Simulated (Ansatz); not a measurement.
Total energies of CBP (C₃₆H₂₄N₂) from Ansatz at PBE0-D4/def2-SVP, gas phase (1 Eh = 27.2114 eV = 2625.5 kJ/mol). The reference geometry is relaxed at PBE-D4/def2-SVP.

| state | geometry | energy (Eh) |
| --- | --- | --- |
| charge 0 singlet | reference | -1493.14734 |
| charge 1 doublet | reference | -1492.89858 |
| charge 1 doublet | relaxed at PBE-D4/def2-SVP | -1492.90050 |
| charge -1 doublet | reference | -1493.16335 |
| charge -1 doublet | relaxed at PBE-D4/def2-SVP | -1493.16788 |
| free C atom (triplet) | – | -37.76066 |
| free N atom (quartet) | – | -54.47898 |
| free H atom (doublet) | – | -0.50029 |

Single mean-field runs in def2-SVP are fitted with def2-universal-jkfit.

Problem. Work out the vertical ionisation energy to the doublet.

Solution. E(charge 1 doublet) − E(charge 0 singlet) = -1492.89858 − (-1493.14734) = 0.24876 Eh = 6.77 eV. For comparison, −ε of the highest occupied level is 5.80 eV at this level, 0.97 eV less.

Problem. Work out the vertical electron affinity, to the doublet.

Solution. E(charge 0 singlet) − E(charge -1 doublet) = -1493.14734 − (-1493.16335) = 0.01601 Eh = 0.44 eV. The basis lacks diffuse functions, which makes affinities too small.

Problem. Give the fundamental gap IE − EA, the Mulliken electronegativity (IE + EA)/2 and the hardness (IE − EA)/2.

Solution. From the values in Eh: IE − EA = 0.24876 − 0.01601 = 0.23275 Eh = 6.33 eV; (IE + EA)/2 = 3.60 eV; (IE − EA)/2 = 3.17 eV. The HOMO–LUMO gap of the same run is 4.30 eV, 2.03 eV smaller than the fundamental gap.

Problem. How much does the charge 1 doublet relax, and what is the adiabatic ionisation energy?

Solution. Relaxation: -1492.89858 − (-1492.90050) = 0.00192 Eh = 0.05 eV. Adiabatic ionisation energy: 0.24684 Eh = 6.72 eV, without zero-point energy. 

Problem. How much does the charge -1 doublet relax, and what is the adiabatic electron affinity?

Solution. Relaxation: -1493.16335 − (-1493.16788) = 0.00453 Eh = 0.12 eV. Adiabatic electron affinity: 0.02054 Eh = 0.56 eV, without zero-point energy. 

Problem. What is the binding energy per atom against free atoms?

Solution. Atoms: 36 × (-37.76066) + 2 × (-54.47898) + 24 × (-0.50029) = -1480.34868 Eh. Binding: -1480.34868 − (-1493.14734) = 12.79866 Eh = 348.27 eV, or 5.62 eV for each of 62 atoms (no zero-point energy, no counterpoise term).

At PBE0-D4/def2-SVP the highest occupied level of the charge -1 doublet lies above zero (up to 0.68 eV). By energy differences its removal costs 0.44 eV (vertical, to the charge 0 singlet, at PBE0-D4/def2-SVP); self-interaction error and the lack of diffuse functions both raise the level. At PBE0-D4/def2-SVP the highest occupied level of the relaxed charge -1 doublet lies above zero (up to 0.43 eV). By energy differences its removal costs 0.56 eV (each at its own geometry, to the charge 0 singlet, at PBE0-D4/def2-SVP); self-interaction error and the lack of diffuse functions both raise the level.
